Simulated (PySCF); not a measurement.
C5H5FS.
Numbering: `[CH2:1]=[CH:2]/[C:3]([F:4])=[CH:5]/[CH:6]=[S:7]` (hydrogens: H8, H9 on C1; H10 on C2; H11 on C5; H12 on C6)

Computed, not measured: BHandHLYP/cc-pVDZ geometry optimisation, gas phase in PySCF.

(1) What internal coordinates does the optimisation give?

Results:

(1) 
```
  bond  length (pm)   order
 C1=C2        133.1  double
 C2–C3        144.6  single
 C3–F4        133.3  single
 C3=C5        134.4  double
 C5–C6        143.5  single
 C6=S7        162.9  double
 C1–H8        108.3  single
 C1–H9        108.4  single
C2–H10        108.4  single
C5–H11        108.3  single
C6–H12        109.0  single
```

Orders are formal, as drawn. A selection of angles:
```
    angle  degrees
 C2–C1–H8    120.8
 C2–C1–H9    121.3
 H8–C1–H9    117.9
 C1–C2–C3    123.4
C1–C2–H10    121.2
C3–C2–H10    115.4
 C2–C3–F4    114.7
 C2–C3–C5    125.8
 F4–C3–C5    119.5
 C3–C5–C6    123.4
C3–C5–H11    118.1
C6–C5–H11    118.5
 C5–C6–S7    124.8
C5–C6–H12    115.4
S7–C6–H12    119.8
```

Torsions: C1–C2–C3–F4 0° (synperiplanar); C2–C3–C5–C6 180° (antiperiplanar); C3–C5–C6–S7 180° (antiperiplanar).

Of the pairs four or more bonds apart, F4···H12 is among the closest relative to their van der Waals radii: 2.43 Å, 91 % of the sum of Bondi's values. The 4 C–C bonds span 1.331 Å (C1=C2, drawn double) to 1.446 Å (C2–C3, drawn single), a spread of 0.115 Å. The 7 heavy atoms lie in one plane (0.004 Å rms).

Point group: Cs (tolerance 0.08 Å). No frequency check. The numbers are those of one conformer.
